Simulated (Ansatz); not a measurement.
A series at Ti: from `[NH2][Ti]([NH2])([NH2])[NH2]`, ligands are replaced one by one, each step taking up H–F and setting free NH₃; n counts the steps. Ansatz, PBE0-D4/def2-TZVP geometries. Each molecule was computed in one conformer, which needn't be the lowest.

```json
{"n": "0", "molecule": "`[NH2][Ti]([NH2])([NH2])[NH2]`", "HOMO energy, ωB97M-V/def2-TZVPP (eV)": "-9.21"}
{"n": "1", "molecule": "`[NH2][Ti]([NH2])([NH2])[F]`", "HOMO energy, ωB97M-V/def2-TZVPP (eV)": "-9.60"}
{"n": "2", "molecule": "`[NH2][Ti]([NH2])([F])[F]`", "HOMO energy, ωB97M-V/def2-TZVPP (eV)": "-10.18"}
{"n": "3", "molecule": "`[NH2][Ti]([F])([F])[F]`", "HOMO energy, ωB97M-V/def2-TZVPP (eV)": "-10.94"}
{"n": "4", "molecule": "`[F][Ti]([F])([F])[F]`", "HOMO energy, ωB97M-V/def2-TZVPP (eV)": "?"}
```

Task: By hand: fit a straight line y = ȳ + b (n − n̄) to the 4 given rows and predict n = 4.

Result: n̄ = 1.500, ȳ = -9.982; Σ(n − n̄)(y − ȳ) = -2.885, Σ(n − n̄)² = 5.000, so b = -0.577 eV a step. Prediction: -9.982 + (-0.577) × (2.500) = -11.42 eV.

Task: By hand: compare with the computed value, -15.01 eV, and give the steps along the whole series.

Result: The line misses by -3.59 eV (computed minus predicted). Steps: -0.39, -0.58, -0.76, -4.07 eV.

One step carries most of the change, so a line is a poor guide. The highest orbital can change its character along such a series. The miss is 61.9 % of the series' range.
